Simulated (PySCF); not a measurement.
Radial density of Si³⁺ (silicon, charge +3)

BP86, [Ne] 3s1, 2S determinant. All numbers are calculated (PySCF 2.14, no relativity, point nucleus, in def2-QZVPPD (10s6p5d2f1g, 76 functions)).

```csv
r (bohr),4πr²ρ (e/bohr),4πr²(ρα − ρβ)
0.00225,0.1057,0.0004
0.00378,0.2863,0.0011
0.00636,0.7535,0.0029
0.0107,1.887,0.0073
0.0180,4.352,0.0166
0.0303,8.745,0.0322
0.0509,13.98,0.0461
0.0857,15.56,0.0329
0.144,11.21,-0.0022
0.242,10.47,0.0618
0.408,14.26,0.1499
0.686,8.119,-0.0017
1.15,1.540,0.3980
1.94,0.6168,0.5969
3.26,0.06922,0.0692
5.49,0.0001864,0.0002
```

(1) Where is the radial spin density 4πr²(ρα − ρβ) most negative, and why is it negative at all?

Answers

(1) Around r = 0.144 bohr, down to -0.0022 e/bohr: exchange with the open shell polarises the paired shells in an unrestricted calculation.
